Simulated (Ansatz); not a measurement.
Compare A (`[BH2][GeH2][C](C)=N`) with its isomer B (`BC(=C)[NH][GeH3]`).

Gas-phase electronic energies from Ansatz, PBE0-D4/def2-TZVP geometries. CCSD(T)/CBS adds triple-zeta CCSD(T) − MP2 to the extrapolated MP2 energy (def2 sets, frozen cores). Functionals use def2-TZVPP. B3LYP here is the variant with VWN-RPA as its local correlation; programs differ in this. For Ge outer-core shells are correlated without core-valence functions, which leaves a few kJ/mol of doubt a bond. Scalar relativity is left out up to krypton. One conformer a species, not always the lowest.

Q: Which isomer does CCSD(T)/CBS put lower? Give the gap. (Best estimate.)

A: The calculation gave: B, by 46.0 kJ/mol.

Q: Give E(B) − E(A) in kJ/mol with CCSD(T)/def2-TZVPP, PBE-D4, HF/def2-TZVPP, MP2/def2-TZVPP, r2SCAN-D4, B3LYP, B3LYP-D4. (Estimate.)

A: Ansatz gave: CCSD(T)/def2-TZVPP -45.3, PBE-D4 -42.4, HF/def2-TZVPP -54.6, MP2/def2-TZVPP -53.1, r2SCAN-D4 -48.1, B3LYP -50.3, B3LYP-D4 -52.8. None reverses the order clearly.

Largest T1 diagnostic: 0.014.

From PBE to PBE0 (25 % exact exchange), in def2-TZVPP and without D4, E(B) − E(A) moves by −6.3 kJ/mol.
